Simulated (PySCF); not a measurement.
**Exercise with solution: dipole moment from atomic charges**

CH3AlF2O, SMILES C[O][Al]([F])[F]. Atoms are numbered in the order given.

```xyz
8

Al     0.0116    -0.5254     0.0000
F      1.1272    -1.7416     0.0000
F     -1.5907    -0.9357     0.0000
O      0.5316     1.0633     0.0000
C      0.0188     2.3664     0.0000
H      0.3707     2.9154    -0.8910
H      0.3707     2.9154     0.8910
H     -1.0866     2.3906     0.0000
```
Charge 0, spin multiplicity 1.

Coordinates come from a B3LYP-D3(BJ)/def2-SVP optimisation. The values are those of a single conformer.

Charges (e) from PBE0/def2-TZVP (PySCF):

```json
[
 {"atom": "Al1", "Mulliken": "0.836", "IAO": "1.600"},
 {"atom": "F2", "Mulliken": "-0.340", "IAO": "-0.573"},
 {"atom": "F3", "Mulliken": "-0.342", "IAO": "-0.576"},
 {"atom": "O4", "Mulliken": "-0.318", "IAO": "-0.682"},
 {"atom": "C5", "Mulliken": "-0.209", "IAO": "-0.185"},
 {"atom": "H6", "Mulliken": "0.125", "IAO": "0.143"},
 {"atom": "H7", "Mulliken": "0.125", "IAO": "0.143"},
 {"atom": "H8", "Mulliken": "0.124", "IAO": "0.129"}
]
```

The dipole moment of the full density is 2.16 D.

Task: What dipole moment does each set of point charges give, and which comes closer to that of the density?

Result: 
μ = Σ q r, and 1 e Å = 4.8032 D.
Mulliken: Σ q r = (-0.045, 0.665, 0.000) e Å, |μ| = 3.20 D.
IAO: Σ q r = (-0.111, 0.675, 0.000) e Å, |μ| = 3.29 D.
Mulliken comes closer in size. Point charges leave out the atoms' own dipoles (lone pairs, polarised bonds); fits to the potential absorb them, partitions of the density don't.
